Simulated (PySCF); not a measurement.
```xyz
5

Cl    -1.1916    -1.6562    -0.6241
Ge     0.0000     0.0000     0.0000
Cl     1.8729    -0.0466    -1.0209
Cl    -1.0151     1.8197    -0.4592
Cl     0.3337    -0.1169     2.1042
```

Charge 0, multiplicity 1.

Question: Give the Mulliken and meta-Löwdin atomic charges from ωB97X-D3(BJ)/def2-TZVP // B3LYP-D3(BJ)/def2-TZVP (PySCF).

Answer: 
```json
[
 {"atom": "Cl1", "Mulliken (e)": "-0.23", "meta-Löwdin (e)": "-0.25"},
 {"atom": "Ge2", "Mulliken (e)": "0.91", "meta-Löwdin (e)": "1.01"},
 {"atom": "Cl3", "Mulliken (e)": "-0.23", "meta-Löwdin (e)": "-0.25"},
 {"atom": "Cl4", "Mulliken (e)": "-0.23", "meta-Löwdin (e)": "-0.25"},
 {"atom": "Cl5", "Mulliken (e)": "-0.23", "meta-Löwdin (e)": "-0.25"}
]
```
